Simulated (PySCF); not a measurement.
C3H10Si2, SMILES [C@H]1([SiH3])C[C@@H]1[SiH3].

Coordinates come from a ωB97X-D3(BJ)/def2-SVP optimisation. The structure was generated by enumeration; whether it is a known compound was not checked.

All values below come from ωB97X-D3(BJ)/def2-SVP run with PySCF.

Frequencies are harmonic and unscaled.

| mode | ν (cm⁻¹) | IR (km/mol) | moving atoms (share of kinetic energy) |
|---|---|---|---|
| 1 | 105 | 0.2 | H 42 %, Si 32 %, C 26 % |
| 2 | 136 | 0.1 | H 82 %, C 10 %, Si 8 % |
| 3 | 137 | 0.1 | H 85 %, C 10 % |
| 4 | 179 | 0.6 | C 53 %, H 38 %, Si 9 % |
| 5 | 253 | 0.1 | Si 48 %, C 27 %, H 26 % |
| 6 | 289 | 1.2 | C 50 %, H 42 %, Si 9 % |
| 7 | 564 | 0.3 | H 61 %, Si 24 %, C 16 % |
| 8 | 605 | 8.6 | H 52 %, C 25 %, Si 23 % |
| 9 | 658 | 57.8 | H 83 %, Si 11 % |
| 10 | 664 | 48.1 | H 82 %, Si 11 % |
| 11 | 734 | 39.5 | H 51 %, C 33 %, Si 16 % |
| 12 | 750 | 13.0 | H 60 %, C 27 %, Si 13 % |
| 13 | 908 | 13.0 | H 81 %, C 18 % |
| 14 | 934 | 0.0 | C 66 %, H 31 % |
| 15 | 938 | 616.6 | H 85 %, Si 11 % |
| 16 | 956 | 60.8 | H 92 % |
| 17 | 957 | 0.3 | H 89 %, C 8 % |
| 18 | 962 | 93.1 | H 92 % |
| 19 | 967 | 109.1 | H 93 % |
| 20 | 975 | 11.7 | H 88 %, C 9 % |
| 21 | 1000 | 7.2 | C 62 %, H 38 % |
| 22 | 1003 | 0.5 | H 78 %, C 19 % |
| 23 | 1095 | 0.7 | H 69 %, C 31 % |
| 24 | 1114 | 27.0 | H 81 %, C 19 % |
| 25 | 1134 | 2.3 | H 91 %, C 9 % |
| 26 | 1233 | 2.2 | H 60 %, C 40 % |
| 27 | 1252 | 19.6 | H 67 %, C 32 % |
| 28 | 1381 | 12.5 | C 55 %, H 44 % |
| 29 | 1495 | 0.1 | H 67 %, C 33 % |
| 30 | 2243 | 10.2 | H 97 % |
| 31 | 2244 | 155.6 | H 97 % |
| 32 | 2247 | 106.8 | H 96 % |
| 33 | 2248 | 161.5 | H 96 % |
| 34 | 2249 | 188.8 | H 97 % |
| 35 | 2253 | 87.3 | H 98 % |
| 36 | 3146 | 9.9 | H 95 % |
| 37 | 3160 | 0.1 | H 92 %, C 8 % |
| 38 | 3161 | 4.0 | H 92 % |
| 39 | 3239 | 3.4 | H 89 %, C 11 % |
